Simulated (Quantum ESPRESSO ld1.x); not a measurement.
Values are calculated unless marked as measured or tabulated.
Radial electron density D(r) = 4 pi r^2 rho(r) of an atom or ion with 26 electrons. Code: ld1.x of Quantum ESPRESSO 7.5. Model: scalar-relativistic Kohn-Sham, LDA (Slater exchange, Perdew-Zunger correlation), spin-unpolarised, spherical densities, point nucleus.

r (bohr),D(r) (e/bohr)
0.0081,7.604
0.009281,9.316
0.01063,11.31
0.01208,13.45
0.01384,15.97
0.01586,18.72
0.01817,21.60
0.02065,24.32
0.02366,27.08
0.02711,29.48
0.03106,31.33
0.0353,32.38
0.04044,32.62
0.04634,31.96
0.05309,30.53
0.06034,28.78
0.06913,26.98
0.0792,25.79
0.09073,25.75
0.1031,26.99
0.1181,29.52
0.1354,32.68
0.1551,35.42
0.1763,36.62
0.2019,35.61
0.2313,32.11
0.2651,26.83
0.3012,21.50
0.3451,16.98
0.3954,14.72
0.453,14.84
0.5149,16.32
0.5899,17.96
0.6758,18.43
0.7743,17.19
0.88,14.69
1.008,11.35
1.155,8.097
1.323,5.445
1.504,3.651
1.723,2.398
1.974,1.618
2.262,1.116
2.571,0.7816
2.945,0.5119
3.374,0.3086
3.866,0.1658
4.394,0.08113
5.034,0.03223
5.767,0.01054
6.607,0.002759
7.509,0.0006218

What is the nuclear charge?

Answer. Z = 27. The innermost maximum, from 1s, lies near gamma/Z bohr with gamma = sqrt(1 - (Z/c)^2) = 0.980, here 0.0363 bohr (found: 0.0392), and its height grows with Z. The density is that of the cobalt ion Co+ in [Ar] 3d7 4s1; the configuration itself is not fixed sharply by these data, and Z only to about a unit. D(r) has 3 maxima, at r = 0.0392, 0.179, 0.655 bohr, and minima at 0.0851, 0.418 bohr, inside which lie 2.11, 10.73 electrons.
